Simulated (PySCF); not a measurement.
Compound: C3H2F3N.
Bonds: N1–C2, C2–C3 (triple), C3–C4, C4–F5, C4–F6, C4–F7. Hydrogens: H8, H9 on N1.

Computed with PBE0-D3(BJ)/def2-TZVP geometry optimisation, gas phase in PySCF 2.14.0.

(1) What internal coordinates does the optimisation give?

Answers

(1) 
| bond | length (Å) | order |
| --- | --- | --- |
| N1–C2 | 1.330 | single |
| C2≡C3 | 1.202 | triple |
| C3–C4 | 1.449 | single |
| C4–F5, C4–F6, C4–F7 | 1.341 | single |
| N1–H8, N1–H9 | 1.008 | single |

Bonds in one row agree within 0.01 Å and their mean is given. Orders are formal, as drawn. A selection of angles:
| angle | degrees |
| --- | --- |
| C2–N1–H8 | 116.6 |
| H8–N1–H9 | 114.1 |
| N1–C2–C3 | 177.6 |
| C2–C3–C4 | 179.5 |
| C3–C4–F5 | 111.6 |
| C3–C4–F7 | 112.7 |
| F5–C4–F6 | 107.5 |

The C–C distances run from 1.202 Å (C2≡C3, drawn triple) to 1.449 Å (C3–C4, drawn single), a spread of 0.247 Å. N1 (nitrogen bonded to C and 2 H) is pyramidal (angles 116.6°, 116.6° and 114.1°, sum 347.3°, 0.23 Å off the plane of its three neighbours). All 3 C–F bonds measure 1.340 to 1.343 Å.

Point group: near Cs, missed by 0.13 Å at most; the miss may be what the optimiser left on a soft mode. PBE0-D3(BJ)/def2-TZVP frequencies: not computed here.

The run took 2.1 min wall on one thread of an Arm Neoverse V1 (shared host), and the process peaked at 0.90 GiB of memory. That covers the optimisation of the geometry.
